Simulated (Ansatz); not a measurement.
`FB1OC=CO1`, charge 0, multiplicity 1.

Give a relaxed structure at PBE0-D4/def2-TZVP (the Gaussian-basis code of Ansatz). (An estimate is asked.)

The calculation gave: 
Cartesian coordinates in Å:
```
F -0.183 0.135 -2.565
B -0.090 0.066 -1.258
O 1.090 -0.108 -0.576
C 0.716 -0.121 0.749
C -0.601 0.036 0.851
O -1.160 0.160 -0.401
H 1.484 -0.247 1.493
H -1.255 0.079 1.706
```
Point group C2v.
